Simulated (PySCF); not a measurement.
GaFClBr, SMILES [F][Ga]([Cl])[Br]. Atoms are numbered in the order given.

```xyz
4

Ga    -0.3226     0.4925     0.0000
F     -2.0204     0.8924     0.0000
Cl     1.0651     2.1087     0.0000
Br     0.2879    -1.6899     0.0000
```

Geometry: B3LYP-D3(BJ)/def2-SVP.

Calculation: PySCF with PBE0/pcSseg-1.

GIAO shieldings, no solvent; atoms alike by connectivity are averaged. δ = σ(ref) − σ: ¹⁹F against CFCl3 (σ = 167.2 ppm); ³⁵Cl against HCl (σ = 945.9 ppm), references at their B3LYP-D3(BJ)/def2-TZVP geometries, non-relativistic (without spin–orbit terms, shifts of atoms bonded to Cl or Br come out too high).

| nucleus | atoms | count | δ (ppm) |
|---|---|---|---|
| ¹⁹F | F2 | 1 | -112.3 |
| ³⁵Cl | Cl3 | 1 | 77.1 |
